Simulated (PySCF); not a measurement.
BeH2, SMILES [BeH2] (connectivity only; charge and spin as stated), charge +1, multiplicity 2. Atoms are numbered in the order given.

```xyz
3

Be     0.0000     0.0000     0.0000
H      0.0000     0.0000    -1.4788
H      0.0000     0.0000     1.4788
```
Charge +1, spin multiplicity 2.

Coordinates come from a PBE-D3(BJ)/def2-TZVPD optimisation. A frequency run showed that this geometry is not a minimum. The spin state was assumed, not searched. The isomer is the one that the SMILES or the coordinates give; other isomers of the formula were not compared.

These are PBE-D3(BJ)/def2-TZVPD run with PySCF 2.14.0 values and carry that method's errors.

No scaling factor is applied to the harmonic values.

Modes within 1.5 cm⁻¹ of each other (mostly degenerate sets) share a row, with their intensities summed.

```tsv
mode	ν (cm⁻¹)	IR (km/mol)	moving atoms (share of kinetic energy)
1–2	144i	126.0	H 82 %, Be 18 %
3	1132	2825.5	H 82 %, Be 18 %
4	1570	0.0	H 100 %
```
